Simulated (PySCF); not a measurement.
Compound: C5H5GaO2.
Structure used (PBE0-D3(BJ)/def2-SVP), in Å, numbered top down from 1:
```xyz
13
C5H5GaO2 angstrom
C      3.3428   -0.3207   -0.6325
C      2.3696    0.1262   -0.0502
Ga     0.8495    0.8490    0.8765
O     -0.4051    1.4160   -0.5050
C     -1.4055    0.7458   -0.8911
C     -1.8642   -0.4626   -0.3591
C     -1.2663   -1.0802    0.7426
O     -0.2476   -0.6823    1.3773
H      4.2036   -0.7125   -1.1454
H      0.8563    1.8857    2.0302
H     -1.9702    1.1843   -1.7338
H     -2.7457   -0.9257   -0.8021
H     -1.7242   -2.0117    1.1220
```

Linear response at CAM-B3LYP/def2-SVPD (PySCF, frozen core in the response, non-relativistic). Isolated species at its PBE0-D3(BJ)/def2-SVP geometry, gas phase. Relativistic effects, spin–orbit coupling among them, are left out although an element past zinc is present.

Static isotropic polarisability: 88.60 au (13.13 Å³), principal values 78.7, 85.9, 101.2 au.

Task: What is the polarisability at 1064 nm and at the sodium D line?

Result: 89.76 au at 1064 nm (+1.3 %), 92.66 au at 589.3 nm (+4.6 %). The rise at 589.3 nm is 3.51 times that at 1064 nm; a pure ω² law gives 3.26. The lowest singlet lies at 270 nm, shorter than both wavelengths.

Task: What is the isotropic C6 coefficient between two such molecules, C6 = (3/π)∫α(iω)² dω?

Result: 2851 au (Eh·bohr⁶) by a ten-point quadrature over imaginary frequencies, which is 1700 eV·Å⁶ or 164 J·nm⁶/mol.

Task: Which effective excitation energy ω̄ makes London's formula C6 = (3/4)α²ω̄ exact here?

Result: ω̄ = 4·C6/(3α²) = 0.484 Eh = 13.2 eV. A one-pole form α(ω) = α/(1 − ω²/ω̄²) fitted to the 1064 nm value gives 10.3 eV.

Task: The lowest 6 singlets have (eV, f): 4.59, 0.001; 4.67, 0.149; 5.52, 0.000; 5.83, 0.011; 5.96, 0.002; 6.20, 0.000. What share of the static polarisability do they carry in the sum over states α = Σ f/ω²?

Result: 5.35 au, 6.0 % of α; the largest term, 5.05 au, is that of the state at 4.67 eV. Their oscillator strengths add up to 0.16. Higher states carry the rest.

Task: What n − 1 at the D line would an ideal gas of it have at 273.15 K and 1 atm (2.6868 × 10¹⁹ cm⁻³), by n − 1 = 2π·N·α′?

Result: 23.18 × 10⁻⁴, a formal value whether or not that pressure can be reached.

Task: How anisotropic is the static polarisability, by Δα² = ½[(α1 − α2)² + (α2 − α3)² + (α3 − α1)²]?

Result: Δα = 19.9 au, or 0.22 of the isotropic value.

Task: How many electrons N does the Slater–Kirkwood formula C6 = (3/4)·√N·α^(3/2) need to give this C6?

Result: N = (4·C6/3)²/α³ = 20.8; the species has 82 electrons in all.
